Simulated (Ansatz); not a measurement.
Reaction (ligand exchange at a B–C bond): `CBCC(O)=S` + `NBN` → `CBNBN` + `CC(O)=S`

Program: Ansatz. Geometries: PBE0-D4/def2-TZVP. ΔE: electronic, gas phase. CCSD(T)/CBS is the MP2 limit (def2-TZVPP, def2-QZVPP) plus CCSD(T) − MP2 in def2-TZVPP, frozen cores. DFT in def2-TZVPP. One conformer a species, not always the lowest.

`CBCC(O)=S`:

Cartesian coordinates in Å:
```
C -1.741 -1.116 0.041
B -0.458 -0.350 0.450
C 0.269 0.654 -0.506
C 1.755 0.791 -0.367
O 2.199 0.929 0.883
S 2.786 0.782 -1.619
H -2.255 -0.719 -0.836
H -1.397 -2.129 -0.225
H -2.449 -1.259 0.860
H -0.007 -0.525 1.556
H -0.173 1.619 -0.184
H 0.003 0.537 -1.555
H 1.469 0.784 1.502
```

`NBN`:

Z-matrix (Å, degrees):
```
N
B 1 1.409
H 1 1.002 2 121.9
H 1 1.005 2 124.5 3 -180.0
N 2 1.409 1 122.9 3 180.0
H 2 1.200 1 118.5 3 -0.0
H 5 1.003 2 121.9 1 -180.0
H 5 1.005 2 124.5 1 -0.0
```

`CBNBN`:

Cartesian coordinates in Å:
```
C 1.886 0.198 1.287
B 0.740 0.259 0.222
N -0.456 -0.469 0.348
B -1.594 -0.516 -0.544
N -1.644 0.218 -1.729
H 2.817 -0.147 0.823
H 1.674 -0.450 2.143
H 2.107 1.202 1.666
H 0.875 0.955 -0.752
H -0.544 -1.045 1.173
H -2.527 -1.211 -0.255
H -0.901 0.822 -2.037
H -2.435 0.184 -2.344
```

`CC(O)=S`:

```xyz
8

C     0.263    0.134    0.931
C     0.069   -0.004   -0.538
O    -1.161   -0.428   -0.823
S     1.179    0.311   -1.685
H     0.079   -0.830    1.413
H    -0.474    0.837    1.330
H     1.267    0.478    1.159
H    -1.222   -0.496   -1.787
```

```csv
level,ΔE (kcal/mol)
B2PLYP,-34.4
CCSD(T)/def2-TZVPP,-34.1
```

Question: What does CCSD(T)/CBS give? (Best estimate.)

Answer: The calculation gave: -33.6 kcal/mol. The listed levels differ from it by -0.8, -0.5 kcal/mol.

Largest T1 diagnostic among the species: 0.017.

In def2-TZVPP, CCSD(T) changes the Hartree–Fock value by +1.5 kcal/mol (the triples alone add +0.0 kcal/mol) and MP2 by +1.7 kcal/mol.
